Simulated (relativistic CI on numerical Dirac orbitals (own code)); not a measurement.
**Crystal-field levels of Ta³⁺, 5d2**

Calculated by Dirac-Coulomb-Breit CI, separate exchange-only KLI orbitals for each configuration, QED by a radiative potential, valence Slater integrals scaled by 0.9, one configuration in a parametric crystal field (own radial code). With so little scaling, terms lie 10 to 35 % too far apart, which can change the order of excited levels.

Field parameters in Wybourne normalisation: D3d B²₀ = −7Dσ, B⁴₀ = −14Dq − 21Dτ, B⁴₃ = −14√(10/7) Dq. The field is a parameter set, without covalency.

S and J are read from ⟨S²⟩ = S(S + 1) and ⟨J²⟩ = J(J + 1) of each level; they are not fictitious spins.

D3d, 10Dq = 24200, Dσ = -1200, Dτ = 90 cm⁻¹, the lowest 16 levels:

```tsv
E (cm⁻¹)	Degeneracy	Irrep	S	J
0.0	1	A1	0.98	2.69
110	2	E	0.99	2.63
1297	2	E	0.98	2.63
3484	2	E	1.00	3.27
4441	1	A2	1.00	3.42
4914	1	A1	0.99	3.61
10177	2	E	0.10	3.26
12737	1	A1	0.11	2.95
12951	2	E	0.08	3.09
24471	1	A2	1.00	3.10
24699	1	A1	0.25	3.00
24763	2	E	0.99	3.09
25601	1	A1	0.93	2.89
25654	1	A2	1.00	3.24
26173	2	E	0.99	3.34
26825	2	E	1.00	3.50
```

D3d, 10Dq = 24200, Dσ = 1200, Dτ = 90 cm⁻¹, the lowest 16 levels:

| E (cm⁻¹) | Degeneracy | Irrep | S | J |
| --- | --- | --- | --- | --- |
| 0.0 | 2 | E | 0.99 | 2.63 |
| 662 | 2 | E | 0.99 | 2.71 |
| 1046 | 1 | A1 | 0.97 | 2.78 |
| 2543 | 1 | A2 | 1.00 | 3.28 |
| 5018 | 2 | E | 0.99 | 3.29 |
| 5604 | 1 | A1 | 0.99 | 3.52 |
| 8703 | 1 | A1 | 0.13 | 3.21 |
| 11031 | 2 | E | 0.11 | 3.19 |
| 14502 | 2 | E | 0.09 | 3.03 |
| 24231 | 1 | A2 | 1.00 | 3.07 |
| 24555 | 1 | A1 | 0.94 | 3.07 |
| 24710 | 2 | E | 0.98 | 3.05 |
| 24953 | 2 | E | 0.99 | 3.31 |
| 25127 | 1 | A1 | 0.23 | 2.98 |
| 27542 | 1 | A2 | 0.99 | 3.43 |
| 27576 | 2 | E | 0.99 | 3.39 |

D3d, 10Dq = 24200, Dσ = 980, Dτ = 90 cm⁻¹, the lowest 16 levels:

```tsv
E (cm⁻¹)	Degeneracy	Irrep	S	J
0.0	2	E	0.99	2.63
632	2	E	0.98	2.70
1040	1	A1	0.97	2.76
2609	1	A2	1.00	3.29
4673	2	E	0.99	3.30
5285	1	A1	0.99	3.54
9162	1	A1	0.12	3.20
11089	2	E	0.10	3.18
14039	2	E	0.09	3.05
24258	1	A2	1.00	3.06
24557	1	A1	0.76	3.07
24793	2	E	0.98	3.06
24838	1	A1	0.51	2.97
25093	2	E	0.99	3.34
27186	1	A2	0.99	3.43
27213	2	E	0.99	3.40
```

The free-ion ground term has S = 1. Every field shown keeps that spin.

Levels of this model without a field, named by their leading LS term: ³F2 0, ³F3 3733, ³F4 7390, ³P0 11809, ¹D2 11936, ³P1 13594, ³P2 17716, ¹G4 18294 cm⁻¹.
